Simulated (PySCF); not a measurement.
# Sn⁺: ionisation energy

Sn⁺ [Kr] 4d10 5s2 5p1 (2P) → Sn²⁺ [Kr] 4d10 5s2 (1S), as a difference of total energies. Calculation: PySCF 2.14, in def2-QZVPPD with the def2 core potential (28 electrons); a scalar-relativistic core potential. Correlated levels: valence: 4s2 4p6 4d10 frozen; valence and next inner shell: nothing frozen outside the core potential. The calculations carry no spin-orbit coupling.

```
                                method  ionisation energy (eV)
                                   UHF                  13.756
                                   LDA                  14.406
                                   PBE                  14.224
                                  PBE0                  14.263
                                r2SCAN                  14.390
                               wB97X-V                  14.156
                                revPBE                  14.165
                                 B3LYP                  14.325
                               LC-wPBE                  14.387
                         MP2 (valence)                  13.989
                     SCS-MP2 (valence)                  13.980
    MP2 (valence and next inner shell)                  14.133
SCS-MP2 (valence and next inner shell)                  14.074
```

Task: How much does correlation contribute at MP2 (valence and next inner shell)?

Result: 14.133 − (13.756) = 0.377 eV, measured against UHF.

Errors of the correlated levels include the incompleteness of this basis and the frozen core.

For comparison: 14.282 eV (measured; NIST levels, between the centres of gravity of the two terms).
